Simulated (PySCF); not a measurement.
Constitutional and geometric isomers with formula C2H4B2. Isolated molecules, 0 K electronic values unless said otherwise. One relaxed conformer stands for each flexible species; it need not be the lowest. Strings in code marks are SMILES.

The dipole moment from two functionals at the same geometries (CAM-B3LYP-D3(BJ)/def2-TZVP), both in PySCF: PBE-D3(BJ)/def2-TZVP and TPSSh-D3(BJ)/def2-TZVP. 

| species | PBE-D3(BJ)/def2-TZVP (D) |
|---|---|
| `C1CB=B1` | 2.03 |
| `B=C=BC` | 1.63 |
| `BC1=CB1` | 0.80 |
| `B1(C=B1)C` | 1.71 |

What does TPSSh-D3(BJ)/def2-TZVP give for each?


- `C1CB=B1`: 1.95
- `B=C=BC`: 1.52
- `BC1=CB1`: 0.77
- `B1(C=B1)C`: 1.65
Over these rows, drawn at random from the members with no instability flagged (it was tested for open shells, ions and some series alone), PBE minus TPSSh-D3(BJ): mean +0.07 D, from +0.02 D to +0.11 D.
